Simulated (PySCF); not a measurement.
## Radial density of Co³⁺ (cobalt, charge +3)

M06-2X, [Ar] 3d6, high-spin 5D determinant. Computed with PySCF 2.14 in cc-pVTZ-DK (7s6p4d2f1g, 68 functions), with scalar relativity by spin-free X2C-1e.

```
r (bohr)  4πr²ρ (e/bohr)  4πr²(ρα − ρβ)
0.000997          0.2423         0.0000
 0.00168          0.6090         0.0000
 0.00282           1.499         0.0000
 0.00474           3.557        -0.0001
 0.00798           7.948        -0.0002
  0.0134           15.95        -0.0004
  0.0226           26.58        -0.0005
  0.0380           32.72         0.0002
  0.0639           27.84         0.0060
   0.107           27.58         0.0479
   0.181           36.74         0.3395
   0.304           21.01         1.6360
   0.511           16.12         3.9514
   0.860           15.03         3.7286
    1.45           3.183         1.1586
    2.43          0.1823         0.0844
    4.09       0.0007030         0.0003
```

Densities and radii are taken from the X2C orbitals without a picture-change correction, which distorts them close to the nucleus.
